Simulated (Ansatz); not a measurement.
Dissociation curve of GeC, lowest triplet found (which spin is the ground state isn't settled by this scan).

UKS-PBE = unrestricted PBE/cc-pVDZ (Ansatz, an electronic-structure program); FCI = full CI/cc-pVDZ, cores with 3d frozen (Ansatz).

Energies relative to the lowest point of each curve between 1.54 and 2.21 Å, where full CI is lowest, in mEh; the last columns give the error against full CI:

```csv
R / Å,UKS-PBE,FCI,UKS-PBE − FCI
1.40,165.2,182.6,-17.4
1.54,56.4,65.5,-9.1
1.63,22.0,27.4,-5.4
1.69,9.2,12.7,-3.5
1.80,0.0,0.7,-0.7
1.86,0.4,0.0,0.4
1.90,2.2,1.0,1.2
1.99,9.3,6.7,2.7
2.04,14.1,11.2,2.9
2.13,20.9,20.9,0.1
2.21,28.1,30.4,-2.4
2.34,41.6,46.4,-4.8
```

UKS-PBE is furthest from FCI at 1.40 (-17.4 mEh, below); its mean absolute error over the points is 4.2 mEh.

The scan ran from 1.40 to 6.64 Å; beyond the distances shown full CI changes its symmetry label.
